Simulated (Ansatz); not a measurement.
```xyz
2

Ca    0.0000    0.0000    0.0000
F     0.0000    0.0000    2.3640
```

Basis set: def2-SVP (spherical functions). Charge 0, multiplicity 2.

Computed with Ansatz (development build ahead of 0.2.0); each method stands on the lowest determinant of its kind that the runs found.

Question: Give the atomization energy at this shape (free ground-state atoms in the same class of orbitals less the molecule, no zero-point energy) of doublet CaF by PBE0 (unrestricted), UHF.

Answer:

```tsv
method	atomization energy
PBE0 (unrestricted)	4.62 eV
UHF	3.29 eV
```

Caution: the shape is not the minimum.
